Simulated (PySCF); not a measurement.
Computed spin Hamiltonian

Species: C5H11Si2 (doublet state).
Structure used (GFN2-xTB), in Å, numbered top down from 1:
```
atom  x, y, z in Å
C1     0.6542   -1.6829    0.6988
C2     0.0522   -0.8720   -0.1749
C3    -0.7450   -1.4341   -1.3176
C4     0.1732    0.5763   -0.1135
Si5    0.4077    1.5235   -1.7169
C6     0.1137    1.2615    1.0795
Si7   -0.3134    0.6777    2.7377
H8     0.5663   -2.7545    0.6324
H9     1.2990   -1.3043    1.4742
H10   -0.2313   -1.2512   -2.2608
H11   -0.8842   -2.5065   -1.2013
H12   -1.7212   -0.9546   -1.3724
H13    1.4296    0.8819   -2.5546
H14    0.8333    2.8883   -1.3931
H15   -0.8366    1.6024   -2.4990
H16    0.2827    2.3339    1.0218
H17   -0.3827    1.6757    3.7948
H18   -0.7063   -0.6548    3.1532
```

The hyperfine couplings belong to this conformer and change with its torsions.

The species is `C=C(C)/C([SiH3])=C\[SiH2]` [radical].

Method used: UKS B3LYP, pcH-1 on C H Si, non-relativistic, mean-field spin-orbit, GIAO in PySCF. Geometry: GFN2-xTB, one conformer, isolated molecule. The geometry wasn't refined by DFT: couplings that depend on bond lengths, twists or pyramidal angles can differ widely from those at the functional's own minimum, by a factor of two or more for some ions and for spin on atoms past the first row. The frame is twisted about the C2–C4 bond at this geometry (dihedral C3–C2–C4–Si5 = -39°); couplings at other torsion angles weren't computed. No stability test was run, so a lower SCF solution isn't excluded.

```json
{
 "g1, g2, g3": "2.00213, 2.00338, 2.00452",
 "g_iso": "2.00334",
 "Form of g": "rhombic: the two nearest values differ by 48 % of g3 − g1",
 "⟨S²⟩": "0.7709 (exact 0.7500)",
 "α and β electrons": "35, 34",
 "HOMO–LUMO gap, α and β orbitals": "3.82, 4.27 eV"
}
```

Isotropic coupling and dipolar principal values T1 to T3, in MHz:

| atom | isotope | a_iso | of which spin–orbit | T1 | T2 | T3 | Mulliken spin population |
| --- | --- | --- | --- | --- | --- | --- | --- |
| C1 | 13C | 13.1 | 0.0 | -9.7 | -9.3 | 19.0 | 0.13 |
| C2 | 13C | -17.7 | 0.0 | -8.4 | 3.6 | 4.8 | -0.08 |
| C3 | 13C | 11.7 | 0.0 | -1.1 | -0.9 | 2.0 | 0.01 |
| C4 | 13C | 33.9 | -0.1 | -29.1 | -27.1 | 56.2 | 0.37 |
| Si5 | 29Si | 21.2 | 0.0 | -0.9 | -0.7 | 1.7 | -0.02 |
| C6 | 13C | -36.3 | 0.0 | -20.8 | 8.5 | 12.4 | -0.20 |
| Si7 | 29Si | -123.6 | 1.0 | -154.3 | 76.8 | 77.5 | 0.85 |
| H8 | 1H | -8.2 | 0.0 | -5.4 | -0.6 | 6.1 | -0.01 |
| H9 | 1H | -7.0 | 0.0 | -5.0 | -0.2 | 5.2 | -0.01 |
| H10 | 1H | -5.5 | 0.0 | -1.2 | -0.9 | 2.1 | 0.00 |
| H11 | 1H | 0.9 | 0.0 | -1.1 | -0.5 | 1.6 | 0.00 |
| H12 | 1H | -4.7 | 0.0 | -1.4 | -1.1 | 2.5 | 0.00 |
| H13 | 1H | 16.2 | 0.0 | -1.3 | -0.9 | 2.2 | 0.01 |
| H14 | 1H | 0.7 | 0.0 | -1.1 | -1.1 | 2.2 | 0.00 |
| H15 | 1H | 25.0 | 0.0 | -1.3 | -0.7 | 2.1 | 0.01 |
| H16 | 1H | 7.9 | 0.0 | -3.8 | -2.4 | 6.2 | 0.01 |
| H17 | 1H | -39.7 | 0.0 | -10.6 | 4.0 | 6.6 | -0.04 |
| H18 | 1H | -40.4 | 0.0 | -9.4 | 2.6 | 6.7 | -0.04 |

The largest Mulliken spin populations are on Si7 (+0.85), C4 (+0.37), C6 (-0.20) and C1 (+0.13). The positive populations add up to 1.39 and the negative ones to -0.39, together 2S = 1. The angles at Si7 add up to 359.8°, so it is planar; its axial dipolar tensor and the negative couplings of its protons fit spin in a p orbital normal to that plane.

Axes: g3 points within 15° of the C6–Si7 bond.

Under fast tumbling the dipolar parts average out, and these isotropic splittings remain: 2 × 1H (H17/H18, I = 1/2, 3 lines) with 1.43 mT, 3 × 1H (H13/H14/H15, I = 1/2, 4 lines) with 0.50 mT, 1 × 1H (H8, I = 1/2, 2 lines) with 0.29 mT, 1 × 1H (H16, I = 1/2, 2 lines) with 0.28 mT, 1 × 1H (H9, I = 1/2, 2 lines) with 0.25 mT and 3 × 1H (H10/H11/H12, I = 1/2, 4 lines) with 0.11 mT.

Nuclei that the bonding pattern makes equivalent are averaged, as if the motion that swaps them (rotation, inversion, ring flip) were fast. The three 1H nuclei of mean +14.0 MHz run from 0.7 to 25.0 MHz in the frozen geometry. The three 1H nuclei of mean -3.1 MHz run from -5.5 to 0.9 MHz in the frozen geometry.

The 13C coupling of C6 (-36.3 MHz) shows only in satellite lines or after enrichment, since that isotope makes up about 1.07 % of natural carbon.

The 29Si coupling of Si7 (-123.6 MHz) shows only in satellite lines or after enrichment, since that isotope makes up about 4.7 % of natural silicon.

β density exceeds α density at some nuclei, such as C6 (-0.0323), Si5 (-0.0239) and C2 (-0.0157), spin density in bohr⁻³. In a single determinant that takes different orbitals for the two spins, that is spin polarisation.
